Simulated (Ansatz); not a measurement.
Species: MgF, net charge 0, doublet state. 
Coordinates optimised at B3LYP-D3(BJ)/def2-TZVP (Ansatz, a program for electronic structure):
```
Mg
F 1 1.7703
```
Charge 0, spin multiplicity 2.

Basis-set convergence of Hartree-Fock and CCSD(T) correlation energies (hartree) with Ansatz. Valence correlation only, unless marked. Open shells are spin-unrestricted. No spin-orbit coupling. No relativistic terms.

```json
[
 {"basis": "def2-SVPD", "functions": "44", "E(HF)": "-298.95589", "E(corr, CCSD(T))": "-0.22390"},
 {"basis": "def2-TZVPPD", "functions": "75", "E(HF)": "-299.14374", "E(corr, CCSD(T))": "-0.28626"},
 {"basis": "def2-QZVPPD", "functions": "129", "E(HF)": "-299.15761", "E(corr, CCSD(T))": "-0.31091"}
]
```

Extrapolating the two largest sets (X = 3 and 4) as X^-3: E(corr) = (64·(-0.31091) - 27·(-0.28626))/37 = -0.3289 Eh, an estimate of the basis-set limit. The largest set recovers 94.5 % of it, the smallest 68.1 %.
